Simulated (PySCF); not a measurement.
## Peak assignment

Structure with atom numbers: `[CH2:1]=[N:2][Si@H:3]([SiH3:4])[O:5][C:6](=[O:7])[SiH3:8]`. Each H is labelled by its parent atom. Ha(C1) is cis to Si3; Hb(C1) is trans to Si3.

PySCF calculation with structure optimised with GFN2-xTB and PBE0/pcSseg-1 with gauge-including orbitals; rapidly exchanging positions averaged, in vacuum, single conformer, relativity neglected.

Scale: TMS for ¹³C and ¹H (reference shieldings calculated alike).

Problem. Assign these signals to the numbered atoms. ¹³C{¹H} NMR (computed): δ 189.9 (C), 175.2 (CH2).

Solution. 
```tsv
δ (ppm)	atoms	environment	reason
189.9	C6	carbonyl carbon	–
175.2	C1	C=N carbon	–
```

Problem. Assign these signals to the numbered atoms. ¹H NMR (600 MHz, computed): δ 8.84 (m, 1H), 8.72 (m, 1H), 5.45 (q, 1H), 4.14 (s, 3H), 3.70 (d, 3H).

Solution. 
8.84 → Ha(C1), hydrogen on a C=N carbon
8.72 → Hb(C1), hydrogen on a C=N carbon
5.45 → H(Si3), hydrogen on a silicon bonded to N, O, Si
4.14 → H(Si8), hydrogen on a silicon bonded to C
3.70 → H(Si4), hydrogen on a silicon bonded to Si

Shifts are as computed. Against solution values, carbons near 30 ppm lie about +3 ppm off and those near 130 ppm about +5 ppm. Of 1211 compounds with measured shifts, 218 miss one by over three times the rms of a fit or turn the order of signals round; such compounds aren't used in these exercises. No couplings were computed; multiplicities are counted from neighbouring protons, with m where these are inequivalent, close in shift, in a saturated or five-membered ring or joined by F or P, and br s for small geminal =CH2 splittings.
